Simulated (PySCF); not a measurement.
## How methods differ on the ionisation energy of Mn⁸⁺

Mn⁸⁺ [Ne] 3s2 3p5 (2P) → Mn⁹⁺ [Ne] 3s2 3p4 (3P), as a difference of total energies. Calculation: PySCF 2.14, in an even-tempered Gaussian basis (20 s from 0.32 bohr⁻², ratio 2.5; 13 p from 0.42 bohr⁻², ratio 2.5; 5 d from 3.8 bohr⁻², ratio 2.7; 5 f from 5.7 bohr⁻², ratio 2.7); the spin-free X2C one-electron Hamiltonian (Gaussian nucleus). Correlated levels: outer shells: 1s2 frozen; virtual orbitals above 40 to 60 times the deepest correlated orbital energy dropped. The calculations carry no spin-orbit coupling.

| method | ionisation energy (eV) |
| --- | --- |
| UHF | 220.16 |
| LDA | 221.94 |
| PBE | 221.72 |
| PBE0 | 221.75 |
| r2SCAN | 221.89 |
| B2PLYP | 221.47 |
| PBEsol | 221.60 |
| MP2 (outer shells) | 221.07 |
| SCS-MP2 (outer shells) | 221.03 |

Q: How much does correlation contribute at MP2 (outer shells)?

A: 221.07 − (220.16) = 0.91 eV, measured against UHF.

A first-order spin-orbit estimate (lowest level to lowest level, LS coupling) adds -0.026 eV.

For comparison: 221.89 ± 0.17 eV (semi-empirical (NIST evaluation); NIST Atomic Spectra Database, ionization energies).
